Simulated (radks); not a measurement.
Dipole-allowed excitations along the series with 46 electrons in [Kr] 4d10. Calculated with a radial shooting solver on a logarithmic mesh with Libxc functionals: scalar-relativistic Kohn-Sham, PBE, spin-polarised, spherical densities, finite nucleus; Fermi nuclear charge, rms radius of each element as measured or else 0.836 A^(1/3) + 0.57 fm. Time-dependent linear response with the Hartree and adiabatic LDA kernel, continuum included through the Sternheimer equations, no spin-orbit coupling, so fine structure and intercombination lines are absent. Lines are the poles of the dipole polarisability below minus the highest occupied eigenvalue, found on a grid refined at the orbital gaps; the lowest seven at most are given, and weak or close lines can be missed. The first line takes the name of the lowest orbital gap if no other gap lies below it; otherwise a line is named after a gap within 0.6 % of it, if that gap stands alone.

species  -e(HOMO) (eV)  lowest orbital gap (eV)  first line (eV)     f  static alpha (bohr^3)
Gd18+           550.25             4d-4f 147.70   183.32 (4d-4f)  6.89                 0.1954
Tb19+           598.42             4d-4f 153.55   190.32 (4d-4f)  6.62                 0.1751
Dy20+           648.38             4d-4f 159.39   197.25 (4d-4f)  6.37                 0.1576
